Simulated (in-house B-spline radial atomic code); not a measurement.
## How G0W0 and RPA depend on the start: Tb VIII (Tb7+)

Configuration [Kr] 4d10 4f7 5s2 5p3, highest spin. Computed with a B-spline radial code for spherical atoms: all electrons, scalar-relativistic (spin-free one-electron X2C), finite nucleus, each spin shell either full or empty, empty states to l = 9 with an (l + 1/2)⁻⁴ tail; G0W0 by contour deformation at full frequency.

Without the two-electron picture change, the correlation of inner shells comes somewhat too large for so heavy an element.

Spin-orbit coupling, left out, splits p levels strongly here.

```
            start  mean-field 4f up (eV)  G0W0 (eV)  QP weight  RPA correlation (Eh)
     Hartree-Fock                -123.60    -122.14      0.967               -4.6554
         LDA VWN5                -109.29          ?          ?                     ?
              PBE                -109.02    -121.56      0.941               -4.9886
             PBE0                -112.94    -121.71      0.951               -4.8971
           r2SCAN                -109.63    -121.56      0.946               -4.9306
            HSE06                -112.43    -121.72      0.950               -4.9028
  B3LYP (VWN-RPA)                -111.96    -121.73      0.949                -4.916
             SCAN                -109.49    -121.54      0.945               -4.9337
             TPSS                -108.89    -121.67      0.941               -4.9752
        BHandHLYP                -116.47          ?          ?                     ?
        CAM-B3LYP                -113.94    -121.93      0.953               -4.8851
          LC-wPBE                -114.57    -122.08      0.955               -4.8968
            wB97X                -114.84    -121.85      0.956               -4.8729
           PBEsol                -109.07    -121.61      0.941               -4.9907
             BLYP                -108.61    -121.60      0.940               -4.9897
          r2SCAN0                -113.40    -121.70      0.953               -4.8574
LDA exchange-only                -107.62    -121.97      0.938                -4.994
```

Question: What G0W0 level, weight and RPA correlation energy follow from the LDA VWN5 start?

Answer: G0W0 level -121.66 eV, weight 0.941, RPA correlation -4.9934 hartree.

Question: What G0W0 level, weight and RPA correlation energy follow from the BHandHLYP start?

Answer: G0W0 level -121.88 eV, weight 0.957, RPA correlation -4.8121 hartree.

Question: How much of the dependence on the start does G0W0 remove?

Answer: The mean-field levels span 16 eV and the G0W0 levels 0.602 eV.
